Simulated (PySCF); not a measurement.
# B (boron, neutral) across methods

[He] 2s2 3d1, 2D determinant (an excited configuration). Calculation: PySCF 2.14, in aug-cc-pVTZ-DK (5s4p3d2f, 46 functions); scalar relativity by spin-free X2C-1e.

```json
{"method": "PBE0", "E (hartree)": "-24.3391", "mean ε 2s α (eV)": "-15.234", "mean ε 2s β (eV)": "-15.171", "mean ε 3d α (eV)": "0.395", "Σ⟨r²⟩ (bohr²)": "36.49", "⟨S²⟩": "0.750"}
{"method": "PBE", "E (hartree)": "-24.3365", "mean ε 2s α (eV)": "-13.964", "mean ε 2s β (eV)": "-13.890", "mean ε 3d α (eV)": "0.666", "Σ⟨r²⟩ (bohr²)": "36.48", "⟨S²⟩": "0.750"}
{"method": "UHF", "E (hartree)": "-24.24779", "mean ε 2s α (eV)": "-18.179", "mean ε 2s β (eV)": "-18.136", "mean ε 3d α (eV)": "-0.119", "Σ⟨r²⟩ (bohr²)": "36.89", "⟨S²⟩": "0.750"}
{"method": "LDA", "E (hartree)": "-24.0758", "mean ε 2s α (eV)": "-13.894", "mean ε 2s β (eV)": "-13.790", "mean ε 3d α (eV)": "0.879", "Σ⟨r²⟩ (bohr²)": "36.28", "⟨S²⟩": "0.750"}
{"method": "PBEsol", "E (hartree)": "-24.2031", "mean ε 2s α (eV)": "-13.840", "mean ε 2s β (eV)": "-13.765", "mean ε 3d α (eV)": "0.762", "Σ⟨r²⟩ (bohr²)": "36.42", "⟨S²⟩": "0.750"}
{"method": "B97-3", "E (hartree)": "-24.3741", "mean ε 2s α (eV)": "-15.310", "mean ε 2s β (eV)": "-15.282", "mean ε 3d α (eV)": "0.423", "Σ⟨r²⟩ (bohr²)": "36.60", "⟨S²⟩": "0.750"}
{"method": "r2SCAN", "E (hartree)": "-24.3498", "mean ε 2s α (eV)": "-14.189", "mean ε 2s β (eV)": "-14.168", "mean ε 3d α (eV)": "0.788", "Σ⟨r²⟩ (bohr²)": "36.63", "⟨S²⟩": "0.750"}
{"method": "M06-2X", "E (hartree)": "-24.3748", "mean ε 2s α (eV)": "-16.382", "mean ε 2s β (eV)": "-16.439", "mean ε 3d α (eV)": "0.310", "Σ⟨r²⟩ (bohr²)": "36.49", "⟨S²⟩": "0.750"}
```

**Question.** Estimate the same row for r2SCAN0.

**Answer.** E (hartree) = -24.3493; mean ε 2s α (eV) = -15.343; mean ε 2s β (eV) = -15.319; mean ε 3d α (eV) = 0.520; Σ⟨r²⟩ (bohr²) = 36.52; ⟨S²⟩ = 0.750.

The outer electron is Rydberg-like, and this basis confines it to a smaller radius and binds it less than a complete one would.

The highest occupied level is positive at PBE0, PBE, LDA, PBEsol, B97-3, r2SCAN0, r2SCAN, M06-2X: only the finite basis holds that electron, which in a density functional comes from self-interaction.
